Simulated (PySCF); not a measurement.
## [TlCl4]−: from a saddle point downhill

PySCF 2.14.0, RKS B3LYP, Tl def2-SVP with ECP60, Cl def2-SVP; non-relativistic Hamiltonian with scalar-relativistic core potentials where named; density fitting; no spin-orbit coupling. Relaxed within the symmetry of its start, the geometry (D4h) is

```xyz
5

Tl    0.0000    0.0000    0.0000
Cl    2.5387    0.0000    0.0000
Cl    0.0000    2.5387    0.0000
Cl   -2.5387    0.0000    0.0000
Cl    0.0000   -2.5387    0.0000
```

and its lowest harmonic modes are -66, 92, 108, 108, 128, 215 cm⁻¹ (negative: unstable). It was moved along the lowest mode and relaxed again, within the group D2d that the move left.

Problem. Where does it end, and how much lower?

Solution. In nearly Td, 1.030 eV lower, after 11 steps:
```xyz
5

Tl    0.0000    0.0000    0.0000
Cl    2.0253    0.0000    1.4599
Cl    0.0000    2.0253   -1.4599
Cl   -2.0253    0.0000    1.4599
Cl    0.0000   -2.0253   -1.4599
```

Problem. How do the contacts change?

Solution. 
| contact | saddle (Å) | end (Å) |
| --- | --- | --- |
| Tl1–Cl2 (Cl) | 2.539 | 2.497 |
| Tl1–Cl3 (Cl) | 2.539 | 2.497 |
| Tl1–Cl4 (Cl) | 2.539 | 2.497 |
| Tl1–Cl5 (Cl) | 2.539 | 2.497 |


Problem. Is the end a minimum?

Solution. Yes; lowest modes 63, 66, 83, 83, 84, 280 cm⁻¹.

State: singlet.
